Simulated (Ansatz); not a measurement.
`O[Si](F)(F)Br` + H–F → `O[Si](F)(F)F` + HBr at 500 K and 1 bar (ligand exchange at the Si–Br bond).

Gas-phase electronic energies from Ansatz, PBE0-D4/def2-TZVP geometries. CCSD(T)/CBS adds triple-zeta CCSD(T) − MP2 to the extrapolated MP2 energy (def2 sets, frozen cores). This one scheme is used for every species. For Br outer-core shells are correlated without core-valence functions, which leaves a few kJ/mol of doubt a bond. Scalar relativity is left out up to krypton. One conformer a species, not always the lowest.

```tsv
species	CCSD(T)/CBS energy (Eh)	H − E (kJ/mol)	S (J/(mol·K))
`O[Si](F)(F)Br`	-3138.00572	96.2	393.0
H–F	-100.39570	39.4	188.7
`O[Si](F)(F)F`	-664.50577	98.8	365.1
HBr	-2573.91920	30.5	213.7
```

H − E and S are ideal-gas, rigid-rotor, harmonic terms from PBE0-D4/def2-TZVP, for one conformer and one mirror image of each species. 1 Eh = 2625.50 kJ/mol, R = 8.31446 J/(mol·K).

**Question.** By hand: ΔE, ΔH, ΔS and ΔG.

**Answer.** ΔE = (-664.50577) + (-2573.91920) − (-3138.00572) − (-100.39570) = -0.02355 Eh = -61.8 kJ/mol. Δ(H − E) = 98.8 + 30.5 − 96.2 − 39.4 = -6.3, so ΔH = -68.1 kJ/mol. ΔS = 365.1 + 213.7 − 393.0 − 188.7 = -2.9 J/(mol·K). ΔG = -68.1 − 500 × (-2.9)/1000 = -66.6 kJ/mol.

**Question.** By hand: the equilibrium constant, and the temperature at which ΔG would vanish if ΔH and ΔS stayed fixed.

**Answer.** log₁₀ K = −ΔG/(RT ln 10) = 7.0. ΔG = 0 at ΔH/ΔS = 23483 K, far beyond where these terms or the molecules hold.

The number of gas molecules stays the same, so ΔS is small and ΔH decides. A doubt of 5 kJ/mol in ΔE shifts log₁₀ K by 0.5 here. Other conformers and mirror images would add mixing entropy, several J/(mol·K) or more a flexible species. These are equilibria of isolated gas molecules and say nothing of rates. Largest T1 diagnostic: 0.011 (customary marks: 0.02 for closed shells, 0.045 for open ones).
